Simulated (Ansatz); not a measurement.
Harmonic frequencies (cm⁻¹) at PBE0-D4/def2-TZVP from Ansatz: 60, 108, 161, 272, 340, 396, 555, 715, 781, 842, 863, 908, 979, 1141, 1226, 1525, 1771, 2300, 2998, 3077, 3933.

Each molecule was computed in one conformer, which needn't be the lowest.

(1) Which molecule is it?
A. `C=N[SiH](O)F`
B. `FC1N[SiH2]O1`
C. `N[Si]1(F)CO1`
D. `BO[SiH2]S`

Answers

(1) A.
